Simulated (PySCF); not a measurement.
Dipole moment (D) of eight halogen compounds: PBE beside HF, computed with PySCF for isolated molecules in the bases named; differences from unrounded values. The eight are the first of their class met in an unordered collection, after screening for sound electronic states; none was chosen by its value, except that the dipole had to exceed 0.05 D. Each molecule has one DFT geometry for both levels.

| molecule | basis | HF |
|---|---|---|
| 1-bromobuta-1,2-diene (C₄H₅Br), SMILES CC=C=CBr | def2-TZVP | 2.43 |
| C₃H₃ClF₂, SMILES C=C(Cl)C(F)F | def2-TZVP | 1.87 |
| C₄H₆F₂, SMILES F/C=C\[C@@H](C)F | def2-TZVP | 3.11 |
| 1-chloro-2-fluorocyclobutene (C4H4ClF), SMILES FC1=C(Cl)CC1 | def2-TZVP | 2.38 |
| 1,1-dichloro-1-fluoropropane (C3H5Cl2F), SMILES CCC(F)(Cl)Cl | def2-TZVP | 2.27 |
| 1-chlorobuta-1,2-diene (C4H5Cl), SMILES CC=C=CCl | def2-TZVP | 2.44 |
| C4H7F, SMILES CC1(F)CC1 | def2-TZVP | 1.96 |
| SeCl4, SMILES Cl[Se](Cl)(Cl)Cl | def2-TZVP | 0.88 |

Question: Estimate the PBE values and say how PBE differs from HF over the set. (The exact figures need the calculation; the answer reports its results.)

Answer: 
```json
[
 {"molecule": "1-bromobuta-1,2-diene (C₄H₅Br), SMILES CC=C=CBr", "PBE": "2.16", "difference": "-0.28"},
 {"molecule": "C₃H₃ClF₂, SMILES C=C(Cl)C(F)F", "PBE": "1.46", "difference": "-0.41"},
 {"molecule": "C₄H₆F₂, SMILES F/C=C\\[C@@H](C)F", "PBE": "2.50", "difference": "-0.61"},
 {"molecule": "1-chloro-2-fluorocyclobutene (C4H4ClF), SMILES FC1=C(Cl)CC1", "PBE": "2.02", "difference": "-0.36"},
 {"molecule": "1,1-dichloro-1-fluoropropane (C3H5Cl2F), SMILES CCC(F)(Cl)Cl", "PBE": "2.02", "difference": "-0.25"},
 {"molecule": "1-chlorobuta-1,2-diene (C4H5Cl), SMILES CC=C=CCl", "PBE": "2.17", "difference": "-0.28"},
 {"molecule": "C4H7F, SMILES CC1(F)CC1", "PBE": "1.64", "difference": "-0.32"},
 {"molecule": "SeCl4, SMILES Cl[Se](Cl)(Cl)Cl", "PBE": "0.32", "difference": "-0.56"}
]
```
PBE lies below HF in 8 and above it in 0 of the eight; the mean signed difference is -0.38 and the largest -0.61 D.
